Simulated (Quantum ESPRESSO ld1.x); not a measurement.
Results of a calculation; reference values are marked as such.
The table gives one normalised radial function P(r) = r R(r) (large component) of Ni in [Ar] 3d7 4s2 4p1 (r in bohr). Code: ld1.x of Quantum ESPRESSO 7.5. Model: Dirac Kohn-Sham, relativistic LDA (MacDonald-Vosko exchange, VWN5 correlation), spin-unpolarised, spherical densities, point nucleus; open shells fill j = l - 1/2 first.

| r | P |
|---|---|
| 0.003624 | 0.0009 |
| 0.005493 | 0.0018 |
| 0.008394 | 0.0038 |
| 0.01283 | 0.0079 |
| 0.01944 | 0.0160 |
| 0.02971 | 0.0314 |
| 0.0454 | 0.0576 |
| 0.06882 | 0.0935 |
| 0.1052 | 0.1266 |
| 0.1607 | 0.1184 |
| 0.2436 | 0.0261 |
| 0.3722 | -0.1354 |
| 0.5688 | -0.2195 |
| 0.8623 | -0.0803 |
| 1.318 | 0.2321 |
| 2.013 | 0.4999 |
| 3.052 | 0.5481 |
| 4.664 | 0.3771 |
| 7.126 | 0.1521 |
| 10.8 | 0.0313 |

Which n and l does it have? It may be an empty orbital.

Answer. n = 4, l = 1: the number of nodes gives n - l - 1 = 2, the rise at small r points to l (for j = l - 1/2 the large component starts as r^gamma with gamma = sqrt(l^2 - (Z/c)^2) = 0.98 and the r^(l+1) term takes over further out; the orbital of l - 1 with the same j starts with the same power, but with a larger coefficient, and does not steepen), and the extent must fit the shell. The curve is that of 4p1/2; the two j differ most near the nucleus, where j = l - 1/2 has the larger amplitude, and in heavy atoms j = l - 1/2 is also the more compact. 4p1/2: eigenvalue -2.788 eV, 2 radial nodes at r = 0.263, 0.974 bohr, <r> = 3.51 bohr, 90 % of the charge inside 5.54 bohr.
